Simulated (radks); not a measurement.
The numbers below are computed, except where a source is named.
Valence configurations of the chromium ion Cr+ (all share [Ar]). Code: a radial shooting solver on a logarithmic mesh with Libxc functionals. Model: Dirac Kohn-Sham, PBE, spin-unpolarised, spherical densities, point nucleus; open shells are shared between the two j in proportion to 2j + 1. Energies are relative to 3d5; eigenvalues in eV.

valence      E (eV)  e(3d3/2)  e(3d5/2)  e(4p1/2)  e(4p3/2)  e(4s1/2)
3d5           0.000    -9.923    -9.843         -         -         -
3d4.5 4s0.5   0.233   -11.740   -11.654         -         -   -10.641
3d4 4s1       1.086   -13.860   -13.769         -         -   -11.404
3d3 4s2       5.113   -18.916   -18.811         -         -   -13.047
3d4 4p1       5.510   -15.111   -15.018    -7.742    -7.676         -
3d2 4p3      29.654   -28.329   -28.209   -10.962   -10.856         -
3d1.5 4p3.5  39.076   -32.070   -31.943   -11.723   -11.605         -

NIST lists [Ar] 3d5 as the ground configuration; this level of theory agrees among the configurations tried. The energies are those of spherical spin-averaged densities, not of single terms.
